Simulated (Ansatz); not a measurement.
```yaml
crystal:
  periodic: [false, false, false]
  atoms:
    - {symbol: C, position_ang: [1.283319, -0.841904, -0.015540]}
    - {symbol: C, position_ang: [-0.047898, -0.182048, 0.027276]}
    - {symbol: N, position_ang: [-1.165183, -0.765709, 0.206668]}
    - {symbol: In, position_ang: [-0.989098, 1.756716, -0.127677]}
    - {symbol: H, position_ang: [1.934200, -0.425390, 0.758585]}
    - {symbol: H, position_ang: [1.770487, -0.643302, -0.974506]}
    - {symbol: H, position_ang: [1.203351, -1.926476, 0.128415]}
    - {symbol: H, position_ang: [-1.110280, -1.785108, 0.330020]}
    - {symbol: H, position_ang: [-1.295583, 2.596655, 1.340932]}
    - {symbol: H, position_ang: [-1.583324, 2.216557, -1.674164]}
basis:
  gaussian: {orbitals: STO-3G}
total_charge: 3
magnetization: {spin_polarized: true, initial_magnetization: 1}
hamiltonian: {xc: {name: PBE}, pseudopotentials: {relativity: none}}
```

```sh
$ ansatz run in.yaml --threads 4 --pin off --events-out ev --progress --plain --max-ram 10444MiB
```

Shortened log:

```
Functional definition: PBE
653 factors; integrals over basis functions are off by at most 9.6e-5 eV
mean field evaluation 1: about -157966.6873 eV, gradient 1.9e2 eV
mean field evaluation 2: about -157713.4865 eV, gradient 1.1e2 eV
mean field evaluation 4: about -158154.0518 eV, gradient 8.0e1 eV
mean field evaluation 8: about -158245.1903 eV, gradient 1.3e1 eV
mean field evaluation 16: about -158246.8170 eV, gradient 1.0e-1 eV
mean field evaluation 96: about -158245.8960 eV, gradient 3.3e-1 eV
mean field -158246.81714142 eV, -5815.4632664022 hartree, gradient 2.5e-5 eV, S^2 1.052518; 8 other end points of the search recorded, 0 dependent functions left out
reference -158246.81716930 eV, -5815.4632674267 hartree; 36, 35 occupied and 12, 13 virtual orbitals, 653 factors
Total energy: -158246.81716930 eV, -5815.4632674267 hartree
```

In this input the charge is far from anything that the molecule holds. The calculation finished and met its thresholds. The result belongs to that input, not to the molecule as meant.
